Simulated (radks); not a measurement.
Results of a calculation; reference values are marked as such.
Problem. Numerical settings for the thulium ion Tm+, [Xe] 4f13 6s1. Level of theory: scalar-relativistic Kohn-Sham, PBE, spin-unpolarised, spherical densities, finite nucleus; Fermi nuclear charge, rms radius 5.2256 fm (a radial shooting solver on a logarithmic mesh with Libxc functionals). The defaults (mesh step 0.008 in ln r, mesh end at 40 bohr or more with all orbitals vanishing there, Anderson mixing 0.5 over 9 steps, residual threshold near 1e-9 with the energy settled to 1e-9 hartree or 1e-11 of itself, here a cap of 71 iterations) give E = -13565.7690 hartree and 6s at -9.165 eV in 18 iterations. Run on one thread of a shared host, so times are rough (Arm Neoverse V2): 0.16 s of CPU time, 0.16 s wall, 18 iterations on 2360 mesh points. One setting is changed at a time: mesh step in ln r 0.005; mesh step in ln r 0.12; mesh step in ln r 0.003; mesh end (bohr) 20; mesh end (bohr) 2; residual threshold 1e-16; residual threshold 1e-13; mixing 0.05; linear mixing, mixing 0.2; linear mixing, mixing 0.8; mixing history 20; iteration cap 8. Which runs fail to converge, and which converge to a wrong energy?

Solution. Not converged within the cap: mesh step in ln r 0.12; residual threshold 1e-16; linear mixing, mixing 0.2; linear mixing, mixing 0.8; iteration cap 8. Settled on a wrong energy, with an occupied level pushed above zero by the early mesh end: mesh end (bohr) 2 (+12.4 hartree). Apart from these: no run marked as converged misses the energy by more than 1 mhartree.
